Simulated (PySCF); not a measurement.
A GIAO shielding run with PySCF 2.14.0 with density-fitted response routines (density fitting, non-relativistic, gas phase) on SMILES F[Si@H]([C@@H](C)[SiH3])CCl, C$_{3}$H$_{10}$ClFSi$_{2}$:

```
$ OMP_NUM_THREADS=1 python probes_run.py task.json out

{"job": {"kind": "nmr", "xc": "PBE0", "basis": "pcSseg-1"}, "charge": 0, "multiplicity": 1}
C     -0.720085    -1.405833    -0.455098
C     -0.626536     0.124308    -0.510613
Si    -2.184785     0.922146     0.258780
Si     0.957521     0.773668     0.299677
F      0.842671     0.569680     1.904485
C      2.501949    -0.246616    -0.165261
Cl     2.804268    -0.118449    -1.919642
H      0.092127    -1.870990    -1.011694
H     -0.676065    -1.757961     0.573589
H     -1.659174    -1.748589    -0.886952
H     -0.602751     0.414956    -1.565145
H     -2.279897     0.571932     1.674054
H     -3.356929     0.405293    -0.454937
H     -2.106792     2.374484     0.096092
H      1.209720     2.194030     0.118262
H      2.398714    -1.306588     0.056440
H      3.399047     0.116559     0.331005
```

Hardware: 1 thread of an Arm Neoverse N1, shared host. The job also computes population analyses, field gradients.

Problem. How large is the calculation?

Solution. 82 electrons, 190 basis functions and 1057 auxiliary functions.

Problem. How long does it take, and how much memory does it need?

Solution. 58 s of wall time, with 13 SCF cycles and 4 response iterations; peak memory 0.85 GiB. Times on a shared host scatter by some tens of per cent.
